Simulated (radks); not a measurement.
All-electron atom: Ir II in [Xe] 4f14 5d7 6s1. All-electron calculation, Dirac Kohn-Sham, PBE, spin-unpolarised, spherical densities, finite nucleus; open shells fill j = l - 1/2 first; Fermi nuclear charge, rms radius 5.4032 fm. Program: a radial shooting solver on a logarithmic mesh with Libxc functionals.

Normalised radial functions P(r) = r R(r) (large component), r in bohr:

r          4f7/2    5d3/2
0.003425  0.0000   0.0003
0.005404  0.0000   0.0008
0.008527  0.0001   0.0026
0.01335   0.0003   0.0077
0.02106   0.0016   0.0225
0.03296   0.0075   0.0596
0.052     0.0331   0.1373
0.08138   0.1226   0.2386
0.1284    0.3742   0.2457
0.2026    0.8495  -0.0236
0.3171    1.3138  -0.3744
0.5003    1.3102  -0.1987
0.783     0.8165   0.4704
1.235     0.2976   0.8532
1.934     0.0579   0.6504
3.051     0.0045   0.2728
4.814     0.0001   0.0560
7.534     0.0000   0.0040

4f7/2: eigenvalue -68.616 eV, 0 radial nodes, <r> = 0.539 bohr, 90 % of the charge inside 0.876 bohr. 5d3/2: eigenvalue -15.938 eV, 2 radial nodes at r = 0.197, 0.579 bohr, <r> = 1.64 bohr, 90 % of the charge inside 2.55 bohr.
